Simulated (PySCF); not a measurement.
Compound: C7H7NS2.
SMILES: `CNc1cc2sccc2s1`

Torsions of this conformer, `[CH3:1][NH:2][c:3]1[cH:4][c:5]2[s:6][cH:7][cH:8][c:9]2[s:10]1`: C1–N2–C3–C4 10°.

The closed-shell ground state was solved at several levels (PySCF, density fitting, gas phase, non-relativistic). The structure is a single PBE0-D3(BJ)/def2-SVP conformer in the gas phase; no vibrational or solvent corrections.

| level | basis functions | HOMO (eV) | LUMO (eV) | gap (eV) | dipole (D) |
| --- | --- | --- | --- | --- | --- |
| PBE0/pcSseg-1 | 219 | -5.37 | -0.36 | 5.01 | 2.52 |
| B3LYP/def2-SVPD | 270 | -5.21 | -0.59 | 4.62 | 2.40 |

**Question.** Estimate the row for wB97X-D/pcSseg-1, a basis of 219 functions; the other rows only guide the guess.

**Answer.** HOMO -7.08 eV, LUMO 1.26 eV, gap 8.34 eV, dipole 2.44 D.

**Question.** Over all these levels, which gives the widest orbital gap and which the narrowest?

**Answer.** wB97X-D/pcSseg-1 (range-separated hybrid) has the widest, 8.34 eV, and B3LYP/def2-SVPD (global hybrid, 20 % exact exchange) the narrowest, 4.62 eV. Functional and basis both differ between the two, so the spread mixes both effects.

**Question.** How far do the dipole and the HOMO energy spread over the levels?

**Answer.** The dipole runs from 2.40 to 2.52 D (mean 2.45 D) and the HOMO from -7.08 to -5.21 eV.
